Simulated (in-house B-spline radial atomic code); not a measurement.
Inner levels of promethium as electrons are removed. A shift is the extra binding of the orbital against the neutral atom ([Xe] 4f5 6s2). Computed with a radial B-spline atomic code at the basis-set limit: non-relativistic Hartree-Fock, average of the configuration, point nuclei.

This level leaves out relativity, spin-orbit splitting included, which matters for heavy ions.

| ion | configuration | shift of 1s (eV) | radius of 1s (bohr) | Σ<r²> (bohr²) | change of density at nucleus (bohr⁻³) |
| --- | --- | --- | --- | --- | --- |
| Pm53+ | [He] 2s2 2p4 | 4465.45 | 0.024823 | 0.06288 | -2676.97 |
| Pm54+ | [He] 2s2 2p3 | ? | ? | ? | ? |
| Pm55+ | [He] 2s2 2p2 | ? | ? | ? | ? |
| Pm56+ | [He] 2s2 2p1 | 5560.06 | 0.024771 | 0.034357 | -1790.72 |
| Pm57+ | [He] 2s2 | 5933.11 | 0.024753 | 0.025381 | -1486.52 |
| Pm58+ | [He] 2s1 | 6254.05 | 0.024751 | 0.013396 | -9807.88 |
| Pm59+ | 1s2 | 6577.55 | 0.024742 | 0.0016338 | -18304.5 |
| Pm60+ | 1s1 | 7610.46 | 0.02459 | 0.00080623 | -88979.7 |

(1) Fill in the row of Pm54+.

(2) Fill in the row of Pm55+.

Answers

(1) shift of 1s (eV): 4826.21; radius of 1s (bohr): 0.024806; Σ<r²> (bohr²): 0.053098; change of density at nucleus (bohr⁻³): -2385.93.

(2) shift of 1s (eV): 5191.09; radius of 1s (bohr): 0.024789; Σ<r²> (bohr²): 0.043593; change of density at nucleus (bohr⁻³): -2090.52.
